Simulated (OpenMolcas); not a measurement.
**Ru I: CASPT2 settings compared**

```yaml
Program: OpenMolcas 26.06
Basis: ANO-RCC-VDZP [6s5p3d1f]
Scalar_Hamiltonian: X2C, point nucleus
Active_space: 8 electrons in 6 orbitals (4d 5s)
State_averaging: 2S+1 = 5 even, 15 roots; 2S+1 = 3 even, 38 roots kept (CI in the orbitals of an earlier block); 2S+1 = 1 even, 9 roots kept (CI in the orbitals of an earlier block)
Spin-orbit_coupling: state interaction with AMFI integrals over the reference wave functions, term energies averaged over their components
```

Methods on the same reference wave functions:
A. CASSCF
B. SS-CASPT2, IPEA 0.6 Eh, sigma1 regulariser 0.3 Eh (closed shells correlated: 4s 4p)
C. SS-CASPT2, IPEA 0.4 Eh, sigma2 regulariser 0.05 Eh (closed shells correlated: 4s 4p)
D. MS-CASPT2, IPEA 0.4 Eh, sigma2 regulariser 0.05 Eh (closed shells correlated: 4s 4p)
E. XMS-CASPT2, IPEA 0.3 Eh, sigma1 regulariser 0.4 Eh (closed shells correlated: 3d 4s 4p)

Energies in cm-1 above 4d7 5s 5F5, the measured ground level; measured values from NIST Handbook of Basic Atomic Spectroscopic Data.

| Level | A | B | C | D | E | Measured |
| --- | --- | --- | --- | --- | --- | --- |
| 4d7 5s 5F5 | 0.0 | 0.0 | 0.0 | 0.0 | 0.0 | 0.0 |
| 4d7 5s 5F4 | 1233 | 1226 | 1226 | 1226 | 1226 | 1191 |
| 4d7 5s 5F3 | 2176 | 2170 | 2170 | 2170 | 2170 | 2092 |
| 4d7 5s 5F2 | 2840 | 2830 | 2830 | 2830 | 2830 | 2713 |
| 4d7 5s 5F1 | 3260 | 3240 | 3240 | 3240 | 3240 | 3105 |
| 4d7 5s 3F4 | 9503 | 7760 | 7320 | 7320 | 7860 | 6545 |
| 4d6 5s2 5D4 | 10729 | 4470 | 4200 | 4200 | 19.5 | 7483 |
| 4d7 5s 3F3 | 11117 | 9350 | 8910 | 8910 | 9460 | 8084 |
| 4d6 5s2 5D3 | 11671 | 5430 | 5160 | 5160 | 971 | 8575 |
| 4d6 5s2 5D2 | 12136 | 6090 | 5820 | 5820 | 1648 | 9058 |
| 4d7 5s 3F2 | 12457 | 10550 | 10110 | 10110 | 10640 |  |
| 4d6 5s2 5D1 | 12621 | 6530 | 6260 | 6260 | 2090 | 9073 |
| 4d6 5s2 5D0 | 12854 | 6750 | 6480 | 6480 | 2320 | 9492 |
| 4d7 5s 5P3 | 12905 | 11210 | 10860 | 10860 | 11000 | 8771 |
| 4d7 5s 5P2 [55 %] | 13046 | 11130 | 10590 | 10550 | 10740 |  |
| 4d7 5s 5P1 | 13805 | 12010 | 11570 | 11540 | 11710 | 9620 |
| 4d7 5s 3G5 | 15386 | 14780 | 14140 | 14140 | 15000 |  |
| 4d7 5s 3G4 | 16010 | 15330 | 14680 | 14680 | 15550 |  |
| 4d7 5s 3P2(1) [62 %] | 16368 | 13870 | 13040 | 13110 | 13240 |  |
| 4d7 5s 3G3 | 16827 | 16210 | 15560 | 15560 | 16430 |  |

Deviations, from unrounded energies. A percentage is the sum of absolute deviations over the sum of measured energies, with the sign that they share, or ± where signs differ.

| Against measurement | Levels | A | B | C | D | E |
| --- | --- | --- | --- | --- | --- | --- |
| mean absolute deviation (cm-1) | 13 | 2400 | 1700 | 1700 | 1700 | 3400 |
| fine structure of the ground term (%) | 4 | +4.5 | +4.0 | +4.0 | +4.0 | +4.0 |
| other terms of the ground configuration (%) | 4 | +43.3 | +22.1 | +17.1 | +17.0 | +21.2 |
| other configurations (%) | 5 | +37.4 | -33.0 | -36.1 | -36.1 | -83.9 |

B, C, D lie about equally close to measurement and E furthest from it. The largest miss of D in the table is 4d6 5s2 5D3, by -3400 cm-1. The ranking rests on the paired levels alone, and a cruder setting can come out closer through cancelling errors.

Among B to E the level of the table that moves most is 4d6 5s2 5D3, by 4500 cm-1 (lowest in E, highest in B). Moves below CASPT2's spread within the term are not significant.

The mean deviations of B to E differ by less than CASPT2's widest spread within a term (2300 cm-1), so their order carries little weight.

From A to B the spin-free energies of the other terms of 4d7 5s shown, above 5F, scale by factors of 0.80 to 0.96.

The lowest spin-free term lies below A's lowest term by 0.357 hartree in B, 0.366 hartree in C, 0.366 hartree in D, 0.398 hartree in E.

CASPT2 breaks the degeneracy within a term, and the mean is taken; among the terms shown or strongly mixed into the levels shown the widest spread is 2300 cm-1 (4d7 5s 3F, E). Terms from blocks run as CI alone lack orbitals of their own. A single d shell beside an s shell can misplace configurations of different d count against each other. Without dynamic correlation excited terms often stand tens of per cent too high (terms of higher spin than the ground term too low), and those without a measured partner can miss by more than the paired ones (holds for A). Some levels mix across a computed gap that differs much from the measured one, so their mixing is not that of the real levels (holds for A). Some terms miss by over 15 % even with CASPT2, which points to a basis or an active space too small for the shells correlated (holds for B; C; D; E). The CASPT2 spread within a term exceeds the gap to the next term for 4d6 5s2 5D and 4d7 5s 5F, so the order of their levels is uncertain, and so are names and mixing where such terms share a J (holds for E). The lowest spin-free term belongs to 4d6 5s2, not to the configuration of the lowest level (holds for E). Computed and measured levels are paired by configuration, term and J; levels that our copy of the source lacks, or whose pairing is in doubt (as where it misses far off the trend of its configuration), stay unpaired and out of the deviations. Levels of configurations outside the active space are missing. Levels that lie high or do not pair safely by name in every column are left out.

A share in square brackets marks a mixed level and gives the weight of the term that names it, the lowest over the columns. A number in round brackets counts repeated terms of one configuration in the order of the reference energies.
